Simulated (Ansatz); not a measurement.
```xyz
2

Cr   -0.0006   -0.0008   -0.0663
H    -0.0008    0.0004    1.5957
```

UHF-MP2 on sextet CrH was run in several spherical basis sets with Ansatz (development build ahead of 0.2.0). Frozen core: 5 orbitals.

Rank the basis sets by the total energy that they give, lowest first, with the distance from the lowest.
A. def2-TZVP
B. 6-31G(d)
C. cc-pVDZ

A (0.00 eV), C (1.75 eV), B (7.54 eV).

Totals follow the description of the cores as much as that of the bonds, so this order isn't one of quality for chemistry.
